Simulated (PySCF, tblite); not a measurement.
Task: Write Cartesian coordinates for `ClC1=PC2=CC=CC=C2O1` as optimised with GFN2-xTB.

Result: 
```xyz
14
C7H4ClOP angstrom
Cl     4.351    0.331   -0.224
C      2.701   -0.079   -0.107
O      1.859    0.966   -0.195
C      0.581    0.541   -0.091
C     -0.521    1.383   -0.143
C     -1.774    0.821   -0.023
C     -1.931   -0.555    0.146
C     -0.839   -1.391    0.198
C      0.440   -0.848    0.080
P      2.042   -1.646    0.106
H     -0.380    2.444   -0.275
H     -2.647    1.454   -0.061
H     -2.925   -0.966    0.237
H     -0.958   -2.456    0.329
```

Any rigid rotation of these coordinates is as good. Atoms count from 1 in this order. The 10 heavy atoms lie in one plane (0.000 Å rms). P10 (phosphorus bonded to 2 C) is bent (angle 86.3°). The C–C distances run from 1.377 Å (C7–C8, aromatic) to 1.406 Å (C4–C9, aromatic), a spread of 0.029 Å. The 6-membered ring C4–C5–C6–C7–C8–C9 has internal angles of 118.1° to 121.6° (sum 720°, against 720° for a flat polygon); it is planar, 0.00 Å rms from its mean plane, widest ring torsion 0°.

Bonds between heavy atoms (Å): Cl1–C2 1.704, C2–O3 1.345, O3–C4 1.351, C4–C5 1.389, C5–C6 1.379, C6–C7 1.395, C7–C8 1.377, C8–C9 1.395, C9–P10 1.790, C2–P10 1.713, C4–C9 1.406.

Computed geometry: GFN2-xTB, gas phase.

Point group: Cs (tolerance 0.08 Å). Its GFN2-xTB frequencies are all real (lowest 97 cm⁻¹).
